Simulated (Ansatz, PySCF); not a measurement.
This Ansatz (a first-principles code) input computes a CAM-B3LYP/def2-TZVPD energy:

Ansatz 0.2 input:
```yaml
crystal:
  periodic: [false, false, false]
  atoms:
    - {symbol: Si, position_ang: [-0.01740984, -0.00994009, -0.00265093]}
    - {symbol: O, position_ang: [1.43823101, -0.38609932, -0.65534898]}
    - {symbol: O, position_ang: [0.30372365, 0.53022022, 1.51275448]}
    - {symbol: O, position_ang: [-0.84866441, 1.15231028, -0.79308655]}
    - {symbol: N, position_ang: [-1.01878133, -1.42803637, -0.15552798]}
    - {symbol: H, position_ang: [1.43814923, -0.95488167, -1.42982482]}
    - {symbol: H, position_ang: [1.15454322, 0.29005193, 1.88872222]}
    - {symbol: H, position_ang: [-0.74156970, 2.05784031, -0.49088797]}
    - {symbol: H, position_ang: [-1.62223756, -1.62904400, 0.64324792]}
basis:
  gaussian:
    orbitals: def2-TZVPD
hamiltonian:
  xc: {name: CAM-B3LYP}
magnetization: {spin_polarized: true, initial_magnetization: 1}
output: {forces: true}
```

Task: Write an input for the same energy in PySCF and say what it gives.

Result: 
```python
from pyscf import gto, scf, dft

mol = gto.M(
    atom='''
    Si   -0.01740984   -0.00994009   -0.00265093
    O     1.43823101   -0.38609932   -0.65534898
    O     0.30372365    0.53022022    1.51275448
    O    -0.84866441    1.15231028   -0.79308655
    N    -1.01878133   -1.42803637   -0.15552798
    H     1.43814923   -0.95488167   -1.42982482
    H     1.15454322    0.29005193    1.88872222
    H    -0.74156970    2.05784031   -0.49088797
    H    -1.62223756   -1.62904400    0.64324792
    ''',
    basis='def2-tzvpd',
    charge=0,
    spin=1,
    verbose=4,
)

mf = dft.UKS(mol, xc='camb3lyp').density_fit(auxbasis='def2-universal-jkfit')
mf.grids.level = 3
mf.conv_tol = 1e-9
mf.max_cycle = 100
mf.max_memory = 1500
mf.kernel()
if not mf.converged:
    mf = mf.newton()
    mf.kernel(mf.make_rdm1())
for _ in range(2):
    mo, _, stable, _ = mf.stability(return_status=True)
    if stable:
        break
    mf.kernel(mf.make_rdm1(mo, mf.mo_occ))
mf.analyze()
```
It gives -572.50382 Eh, and Ansatz -572.50374 Eh, a difference of 0.08 mEh, from the treatment of integrals and grids.

It need not be the lowest isomer of its formula.
